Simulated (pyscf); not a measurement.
•HN–SiH₂–Cl -> H₂N–SiH•–Cl, a hydrogen shift (doublet surface; H–Si broken, H–N formed). Single points on ωB97X-D3(BJ)/def2-SVP structures (PySCF, gas phase). Correlated levels are frozen-core, on RHF or UHF. ΔMP2 is the change of the MP2 total energy from the triple- to the quadruple-zeta basis. Energies in eV from the reactant's lowest minimum found.

GFN2-xTB: tblite. Open shells are spin-unrestricted. 

### Question
In single points GFN2-xTB puts the saddle at 1.17 eV and the reaction energy at -0.62 eV. Should these be trusted to within a few kcal/mol? Compare with CCSD(T)/def2-TZVPP + ΔMP2(QZVPP).

### Answer
CCSD(T)/def2-TZVPP + ΔMP2(QZVPP) gives ΔE‡ = 1.29 eV and ΔE = -0.92 eV. GFN2-xTB lies 0.12 eV under it in the barrier and 0.31 eV over it in the reaction energy, so on this step it does not hold to within 0.13 eV. CCSD(T)/def2-TZVPP + ΔMP2(QZVPP) has limits of its own. This is the saddle that the search found; another between the same sides may lie lower. The CCSD(T) − MP2 part came from Ansatz, without density fitting, on the same reference.
